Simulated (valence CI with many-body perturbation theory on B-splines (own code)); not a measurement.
Values are calculated unless marked as measured or tabulated.
# Run record, Ho62+

The program does CI of the valence electrons with many-body perturbation theory for a frozen closed Dirac-Fock core.

Command, and the settings that its task file holds:

```sh
python run_cv.py task.json out
```

```
atom Ho  Z=67  mass_number=165  rms_radius_fm=5.2022
core [He]
valence 2s3
avg = 1
basis = S
breit = 1
cap = 10000
capref = 1200
cscale = 1
de = 0.0
dress = 0
eps = 2e-08
h = 0.27
hh = 1
l2 = 3
lcore = 6
maxit = 60
n2 = 5
natural = 1
nlev = 20
nno = [3, 3, 3, 2, 1]
nroot = 26
nsp = [3, 3, 2, 1, 0]
pt2 = 1
qed = 1
rpa = 1
s1 = 1
s2 = 1
s3 = 1
screen = 1
tol = 2e-05
```

(1) What became of the run, and why?

Answers

(1) It gave no result: a shell was given more electrons than it holds. The program said: "a valence shell holds more than 4l+2 electrons".
